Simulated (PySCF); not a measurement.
# Two-component Hartree-Fock for I²⁺ (iodine, charge +2)

Start: [Kr] 4d10 5s1 5p4; 5s1/2 filled at m_j = +1/2; 5p1/2 filled at m_j = +1/2; 5p3/2 filled at m_j = -1/2, +1/2, +3/2. Calculated with PySCF 2.14 in x2c-SVPall-2c with one added diffuse shell each of s, p type (7s9p4d, 54 functions): generalised Hartree-Fock with the X2C-1e Hamiltonian and a Gaussian nucleus; one run each with spin-orbit coupling (SO) switched off, then screened by Boettger's factors. This is a chosen level, not necessarily the ground level.

```csv
spinor shell,electrons,"ε, spin-free (eV)","ε, screened SO (eV)",weight of nominal j (screened SO),"rms radius, screened SO (bohr)"
1s1/2,2,-33352.0,-33348.2,1.000,0.0312
2s1/2,2,-5271.1,-5269.9,1.000,0.127
2p1/2,2,-4727.8,-4935.7,1.000,0.109
3s1/2,2,-1124.7,-1124.2,1.000,0.334
3p1/2,2,-944.23,-984.36,1.000,0.327
3p3/2,4,-944.23,-925.76,1.000,0.338
3d3/2,4,-674.02,-680.89,1.000,0.311
3d5/2,6,-674.02,-668.94,1.000,0.314
4s1/2,2,-233.14,-232.94,1.000,0.788
4p1/2,2,-174.08,-181.86,0.999,0.827
4p3/2,4,-174.08,-170.32,0.999,0.852
4d3/2,4,-84.639,-85.630,0.954,0.993
4d5/2,6,-84.639,-83.714,0.970,0.994
5s1/2,1,-46.456,-46.308,1.000,2.01
5p3/2,3,-29.788,-31.109,0.594,2.32
5p1/2,1,-29.788,-26.141,0.562,2.44
```

Task: Where does 2p3/2 lie, and what is the 2p spin-orbit splitting (screened SO)?

Result: At -4633.7 eV, 301.97 eV above 2p1/2.

```json
{"quantity": "E (hartree)", "spin-free": "-7109.50613", "screened SO": "-7111.61327"}
{"quantity": "M_J", "spin-free": "5/2", "screened SO": "5/2"}
{"quantity": "⟨J²⟩", "spin-free": "8.759", "screened SO": "8.760"}
{"quantity": "⟨L²⟩", "spin-free": "2.002", "screened SO": "2.090"}
{"quantity": "⟨S²⟩", "spin-free": "3.758", "screened SO": "3.724"}
```

Each row is a mean over spinors that exchange with the open shell spreads, by up to 1.323 eV (5p3/2).

Rows whose weight is well below 1 are mixtures of j = l ± 1/2: exchange outweighs spin-orbit coupling there, and the label is only the starting occupation.

Breit and QED terms are absent; they matter most for the inner s and p1/2 levels.

Densities and radii are taken from the X2C orbitals without a picture-change correction, which distorts them close to the nucleus.

Without spin-orbit coupling the j labels of p, d and f shells carry no meaning; the spin-free column gives the mean over the occupied spinors of each nl shell.
